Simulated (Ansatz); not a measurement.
Start from `[CH3][AlH][C](=N)O` and change one atom or group to get `CNC(=N)O`.

Ansatz, PBE0-D4/def2-TZVP geometries, multiplicity 1. Each molecule was computed in one conformer, which needn't be the lowest.

| property | `[CH3][AlH][C](=N)O` |
| --- | --- |
| HOMO–LUMO gap (PBE0/def2-TZVPP) / eV | 5.56 |
| HOMO energy (ωB97M-V/def2-TZVPP) / eV | -9.59 |
| HOMO energy (PBE/def2-TZVPP) / eV | -5.90 |
| size of the dipole moment (PBE/def2-TZVPP) / D | 1.55 |
| HOMO–LUMO gap (ωB97M-V/def2-TZVPP) / eV | 9.55 |
| HOMO energy (PBE0/def2-TZVPP) / eV | -7.27 |

Task: Give the same properties after the change, and the shifts. (Estimate.)

Result: The calculation gave: 
```json
{"property": "HOMO–LUMO gap (PBE0/def2-TZVPP) / eV", "`CNC(=N)O`": "7.42", "shift": "1.86"}
{"property": "HOMO energy (ωB97M-V/def2-TZVPP) / eV", "`CNC(=N)O`": "-8.98", "shift": "0.61"}
{"property": "HOMO energy (PBE/def2-TZVPP) / eV", "`CNC(=N)O`": "-5.38", "shift": "0.52"}
{"property": "size of the dipole moment (PBE/def2-TZVPP) / D", "`CNC(=N)O`": "1.68", "shift": "0.13"}
{"property": "HOMO–LUMO gap (ωB97M-V/def2-TZVPP) / eV", "`CNC(=N)O`": "11.14", "shift": "1.59"}
{"property": "HOMO energy (PBE0/def2-TZVPP) / eV", "`CNC(=N)O`": "-6.69", "shift": "0.58"}
```

With PBE0 the HOMO rises by 0.58 eV and the LUMO rises by 2.45 eV, so the gap widens by about 1.87 eV. PBE moves the HOMO by 0.52 eV and ωB97M-V by 0.61 eV. Dipoles are sizes alone; their direction can turn.
